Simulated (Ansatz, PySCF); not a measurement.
Molecule: SnH3, net charge 1, singlet state. SMILES: [SnH3+]
Structure (B3LYP-D3(BJ)/def2-TZVP (Ansatz, a program for electronic structure) minimum search):
```xyz
4

Sn     0.0000     0.0000     0.0000
H      0.6251    -0.4787     1.4968
H     -0.3657     1.6269    -0.2824
H     -0.2594    -1.1482    -1.2144
```
Charge +1, spin multiplicity 1.

Wanted: vertical triplet-singlet gap, E(triplet) - E(singlet), in eV. Set-up: open shells spin-unrestricted; LANL2DZ with its own core potentials from Na on; dispersion terms only where a functional's name holds one; frozen cores in correlated levels (noble-gas shells and the d and f shells of earlier blocks); STO-3G and 3-21G all-electron and non-relativistic; each state is the SCF solution reached for its charge and spin; 6-31G* and kin with 6d, 5d where marked; no spin-orbit coupling; def2 sets with scalar-relativistic core potentials past Kr. Ab initio and DFT rows: single points at B3LYP-D3(BJ) geometries (Ansatz). A UHF reference is markedly spin-contaminated in at least one set, which strains HF and MP2. The spin state of an ion or metal species was assumed, not searched. Levels can end on unlike triplets.

```tsv
level	program	vertical triplet-singlet gap, E(triplet) - E(singlet) (eV)
HF/6-31G* with LANL2DZ past Ar	Ansatz	4.80
PBE/6-31G* with LANL2DZ past Ar	Ansatz	4.61
B3LYP/STO-3G	Ansatz	5.36
B3LYP/3-21G	Ansatz	4.82
B3LYP/6-31G* with LANL2DZ past Ar	Ansatz	4.92
MP2/6-31G* with LANL2DZ past Ar	Ansatz	5.07
PBE/def2-TZVPD	Ansatz	4.46
PBE0/def2-TZVPD	Ansatz	4.63
M06-2X/def2-TZVPD	PySCF	4.74
```

No value to compare with is used here. The 6 habitual levels span 4.61 (PBE/6-31G* with LANL2DZ past Ar) to 5.36 eV (B3LYP/STO-3G); PBE/def2-TZVPD gives 4.46.

The levels are drawn from those run, B3LYP/6-31G* more often than the rest, none by its result; runs whose electronic state is in doubt are left out.
